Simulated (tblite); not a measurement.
Isomers of C5H6F3N3. All values are computed: GFN2-xTB (tblite) harmonic vibrations without scaling, gas phase. Against measured fundamentals such values can be off by several per cent, at times by over 20. One conformer each.

Electronic energies: GFN2-xTB at the same geometries; isomer energies are rough at this level and their order can be wrong.

```json
{"SMILES": "Cc1cn(CC(F)(F)F)nn1", "electronic energy, lowest = 0 (kcal/mol)": "16.4"}
{"SMILES": "CCn1nncc1C(F)(F)F", "electronic energy, lowest = 0 (kcal/mol)": "14.8"}
{"SMILES": "Cc1nnc(C(F)(F)F)n1C", "electronic energy, lowest = 0 (kcal/mol)": "0.0"}
{"SMILES": "Cc1cnn(CC(F)(F)F)n1", "electronic energy, lowest = 0 (kcal/mol)": "12.0"}
{"SMILES": "Cc1cnnn1CC(F)(F)F", "electronic energy, lowest = 0 (kcal/mol)": "15.6"}
```

Q: How do GFN2-xTB zero-point energies change the relative energies?

A: 
| SMILES | ZPE (kcal/mol) | of it from modes above 1550 cm⁻¹ | electronic (kcal/mol) | with ZPE, lowest = 0 (kcal/mol) | lowest mode (cm⁻¹) | rings |
| --- | --- | --- | --- | --- | --- | --- |
| Cc1nnc(C(F)(F)F)n1C | 72.6 | 28.2 | 0.0 | 0.0 | 27 | 1 |
| Cc1cnn(CC(F)(F)F)n1 | 72.6 | 26.1 | 12.0 | 12.0 | 18 | 1 |
| CCn1nncc1C(F)(F)F | 73.3 | 26.3 | 14.8 | 15.4 | 32 | 1 |
| Cc1cnnn1CC(F)(F)F | 72.7 | 28.3 | 15.6 | 15.8 | 24 | 1 |
| Cc1cn(CC(F)(F)F)nn1 | 72.4 | 26.1 | 16.4 | 16.3 | 27 | 1 |

The zero-point energies span 0.9 kcal/mol, from `Cc1cn(CC(F)(F)F)nn1` to `CCn1nncc1C(F)(F)F`. The order is unchanged.
